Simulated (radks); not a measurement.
Problem. The mean radii <r> (bohr) of the occupied orbitals of an atom or ion are listed with their occupations. All-electron calculation, scalar-relativistic Kohn-Sham, r2SCAN, spin-polarised, spherical densities, finite nucleus; meta-GGA in the generalised Kohn-Sham scheme; Fermi nuclear charge, rms radius of each element as measured or else 0.836 A^(1/3) + 0.57 fm. Program: a radial shooting solver on a logarithmic mesh with Libxc functionals.

orbital  occ.      <r>
1s down     1  0.03610
1s up       1  0.03610
2s up       1   0.1579
2s down     1   0.1579
2p up       3   0.1377
2p down     3   0.1377
3s up       1   0.4421
3s down     1   0.4421
3p up       3   0.4450
3p down     3   0.4451
3d up       5   0.4329
3d down     5   0.4328
4s up       1    1.154
4s down     1    1.147
4p up       3    1.278
4p down     3    1.268
4d up       2    1.697

Name the element and its charge. Open shells, if any, are filled with parallel spins first.

Solution. Z = 41, niobium, charge +3: Nb3+ in [Kr] 4d2. The 1s radius gives Z: for a bare nucleus <r> = (2 gamma + 1)/(2Z) with gamma = sqrt(1 - (Z/c)^2), 0.03547 bohr for Z = 41, and screening makes it slightly larger (0.03610 here). The occupations add up to 38, and the charge is Z minus that.
